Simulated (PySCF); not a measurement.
# CH4N, SMILES `[CH2]N` (H–C–N–H torsion 172°) (charge 0, multiplicity 2)

Computed with PBE0-D4/def2-TZVP (PySCF).

```yaml
highest_occupied_spin_orbital: -4.38 eV
dipole_moment: 0.250 e·Å
total_energy: -95.1259 Ha
cost: about 80 core-seconds (a rough figure)
```

```xyz
6

C      0.6651     0.0163     0.1173
N     -0.6841    -0.0198    -0.1969
H      1.2155    -0.9090     0.0141
H      1.1828     0.9495    -0.0590
H     -1.2043     0.8133     0.0296
H     -1.1750    -0.8503     0.0950
```
Charge 0, spin multiplicity 2.
